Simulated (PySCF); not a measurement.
# From r²SCAN to CCSD(T): MCl along group 13

r²SCAN and CCSD(T) in PySCF with def2-TZVPPD on every atom (core potentials on In), for the lowest determinant that a PBE0 search found; no spin–orbit coupling.

```tsv
molecule	state (unpaired electrons)	r²SCAN Re (Å)	r²SCAN ωe (cm⁻¹)	r²SCAN De (eV)	CCSD(T) Re (Å)	CCSD(T) ωe (cm⁻¹)	CCSD(T) De (eV)
BCl	singlet (closed shell)	1.724	826	5.35	?	?	?
AlCl	singlet (closed shell)	2.146	474	5.23	2.150	478	5.10
GaCl	singlet (closed shell)	2.209	369	4.94	2.216	371	4.77
InCl	singlet (closed shell)	2.415	313	4.68	2.414	317	4.50
```

Estimate the CCSD(T) values of BCl by adding the mean shift from r²SCAN to CCSD(T) of the other rows, and compare with the calculation.

The mean shifts are +0.3 pm, +3 cm⁻¹ and -0.16 eV, which give 1.727 Å, 829 cm⁻¹ and 5.19 eV. CCSD(T)/def2-TZVPPD gives Re = 1.726 Å, ωe = 836 cm⁻¹, De = 5.16 eV.

What are the mean differences of r²SCAN from CCSD(T) over the whole series?

Re -0.3 pm, ωe -5 cm⁻¹, De +0.17 eV.

In a basis of this size CCSD(T) is itself not converged; it tends to give bonds that are too long and too weak.

Correlated steps freeze the inner cores (6 to 14 orbitals); shallow outer-core shells are correlated. Spin–orbit coupling is left out, which matters for elements this heavy, above all for dissociation energies. Where the molecule has an RHF reference, its open-shell atoms are computed with UHF.
